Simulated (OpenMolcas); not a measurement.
Zn+: effect of the active space

* Program: OpenMolcas 26.06
* Method: CASSCF or its RAS form
* Basis: ANO-L-VQZP
* Scalar Hamiltonian: non-relativistic, point nucleus
* Spin-orbit coupling: RASSI with atomic mean-field integrals over the reference wave functions, term energies averaged over their components

A. 1 electron in 4 orbitals (4s 4p); 2S+1 = 2 even, 1 root; 2S+1 = 2 odd, 3 roots; cost about 13 core-seconds
B. 1 electron in 8 orbitals (4s 4p 5s 5p); 2S+1 = 2 even, 1 root; 2S+1 = 2 odd, 3 roots; cost roughly 17 core-seconds
C. 1 electron in 9 orbitals (RAS2 4s 4p; RAS3 4d, at most 1 electron); 2S+1 = 2 even, 1 root; 2S+1 = 2 odd, 3 roots; cost of the order of 22 core-seconds

Energies in cm-1 above 4s 2S 1/2, the measured ground level; measured values from NIST Handbook of Basic Atomic Spectroscopic Data.

```json
{"Level": "4s 2S 1/2", "A": "0.0", "B": "0.0", "C": "0.0", "Measured": "0.0"}
{"Level": "4p 2P* 1/2", "A": "43445", "B": "43445", "C": "43445", "Measured": "48481"}
{"Level": "4p 2P* 3/2", "A": "44115", "B": "44115", "C": "44115", "Measured": "49355"}
```

Deviations, from unrounded energies. A percentage is the sum of absolute deviations over the sum of measured energies, with the sign that they share, or ± where signs differ.

```csv
Against measurement,Levels,A,B,C
mean absolute deviation (cm-1),2,5100,5100,5100
other configurations (%),2,-10.5,-10.5,-10.5
```

A, B, C lie about equally close to measurement. The largest miss of B in the table is 4p 2P* 3/2, by -5200 cm-1. The ranking rests on the paired levels alone, and a cruder setting can come out closer through cancelling errors.

Among A to C no level of the table moves by more than 5 cm-1.

With one active electron the reference holds no correlation, so core polarisation is missing. With one active electron outside closed inactive shells, the extra shells (5p 5s) add no correlation to the reference (holds for B). With one active electron outside closed inactive shells, the extra shells (4d) add no correlation to the reference (holds for C). Measured partners are found by configuration, term and J. A level has none where our copy of the source lacks it or the pairing is in doubt (some pairs that miss far off the trend of their configuration count as doubtful), and it then counts in no deviation. Only configurations of the active space appear.

* marks odd parity.
